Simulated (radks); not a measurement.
Results of a calculation; reference values are marked as such.
Question: All-electron atom: Xe26+ in [Ar] 3d10. Level of theory: scalar-relativistic Kohn-Sham, PBE, spin-unpolarised, spherical densities, point nucleus (a radial shooting solver on a logarithmic mesh with Libxc functionals). Some entries of the table are withheld. Estimate them.

| orbital | occ. | eigenvalue (hartree) | <r^2> (bohr^2) | <1/r> (bohr^-1) |
|---|---|---|---|---|
| 1s | 2 | -1295.337 | (1) | (2) |
| 2s | 2 | (3) | 0.01542 | 13.36 |
| 2p | 6 | -207.7777 | (4) | 12.75 |
| 3s | 2 | -69.59165 | 0.1034 | 4.884 |
| 3p | 6 | -63.09020 | 0.1025 | 4.653 |
| 3d | 10 | -53.64841 | 0.08672 | (5) |

Answer: 
(1) 1s <r^2> (bohr^2): 0.0009634
(2) 1s <1/r> (bohr^-1): 58.12
(3) 2s eigenvalue (hartree): -227.8330
(4) 2p <r^2> (bohr^2): 0.01221
(5) 3d <1/r> (bohr^-1): 4.425
